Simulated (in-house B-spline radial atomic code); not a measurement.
**S⁺: [Ne] 3s1 3p4 (an excited or competing configuration)**

Method: non-relativistic HSE06, spin-polarised, spherical fractional occupations, exact exchange averaged over the configuration, point nucleus. Calculated with a radial B-spline atomic code at the basis-set limit.

Effective charges: Z_r = [3n² - l(l+1)]/(2<r>) from the radius, Z_e = n√(-2ε) from the energy, and Slater's rules. Values are occupation-weighted means over spin.

```
shell  electrons   ε (eV)  <r> (bohr)    Z_r    Z_e  Slater
   1s          2  -2436.8     0.09725  15.42  13.38   15.70
   2s          2  -231.59      0.4796  12.51   8.25   11.85
   2p          6   -175.4      0.4423  11.31   7.18   11.85
   3s          1  -31.739       1.622   8.32   4.58    5.80
   3p          4  -18.811       1.868   6.69   3.53    5.80
```

The least bound orbital is 3p down at -15.97 eV, and it is also the most diffuse (<r> = 1.939 bohr).
